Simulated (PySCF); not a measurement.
V(OH)3 (H₃O₃V), SMILES [OH][V]([OH])[OH] (connectivity only; charge and spin as stated), neutral, multiplicity 3. Atoms are numbered in the order given.

```xyz
7

V      0.0944    -0.0379     0.0000
O     -0.0387    -0.7760    -1.6035
H     -0.4171    -1.5096    -2.0980
O      0.0140     1.7592     0.0000
H     -0.8301     2.2329     0.0000
O     -0.0387    -0.7760     1.6035
H     -0.4170    -1.5096     2.0980
```
Charge 0, spin multiplicity 3.

Geometry optimised at B3LYP-D3(BJ)/def2-SVP. The geometry has at least one imaginary mode, so it is a saddle point at that level. The multiplicity is an assumed one; other spin states were not compared. One conformer was computed; it need not be the lowest.

Computed with ωB97X/def2-TZVPD in PySCF.

Mulliken values depend strongly on the basis, most of all with diffuse functions as here. Atomic charges (e):

| atom | meta-Löwdin | Mulliken | Mulliken spin |
|---|---|---|---|
| V1 | [?] | 1.66 | 1.92 |
| O2 | [?] | -0.83 | 0.02 |
| H3 | [?] | 0.27 | 0.01 |
| O4 | [?] | -0.81 | 0.01 |
| H5 | [?] | 0.28 | 0.02 |
| O6 | [?] | -0.83 | 0.02 |
| H7 | [?] | 0.27 | 0.01 |

Problem. What belongs in the gaps? (Estimate from the structure and the level; the computed values follow.)

Solution. 
- V1, meta-Löwdin: 1.39
- O2, meta-Löwdin: -0.81
- H3, meta-Löwdin: 0.35
- O4, meta-Löwdin: -0.80
- H5, meta-Löwdin: 0.33
- O6, meta-Löwdin: -0.81
- H7, meta-Löwdin: 0.35
